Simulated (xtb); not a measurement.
Se(Cl)(SiH3) (ClH3SeSi), SMILES [SiH3][Se]Cl. All values are semi-empirical tight-binding results from xtb (GFN2-xTB unless named), good for trends rather than for accurate numbers. Coordinates come from a GFN2-xTB optimisation.

Optimised geometry:

```xyz
6

Se     0.1068    -0.1772     0.7092
Cl    -1.0658    -1.2413    -0.7387
Si     0.8276     1.5400    -0.6396
H      1.6711     2.3124     0.2614
H     -0.3376     2.2863    -1.1041
H      1.5662     0.9660    -1.7598
```

- point group as xtb finds it: Cs
- orbital gap: 2.82 eV
- zero-point energy: 15.8 kcal/mol
- G − E(el) at 298.15 K (modified RRHO): -3.5 kcal/mol
- static polarisability (D4 model): 71.2 bohr³
- solvation energy, GFN2-xTB/ALPB(water): -1.1 kcal/mol
- solvation energy, GFN2-xTB/ALPB(octanol): -3.3 kcal/mol

Computed atomic charges and the Wiberg bond orders between heavy atoms:
charges (e) Se1 -0.23, Cl2 -0.09, Si3 0.48, H4 -0.06, H5 -0.05, H6 -0.05. Bond orders Se1–Cl2 1.29, Se1–Si3 0.95.
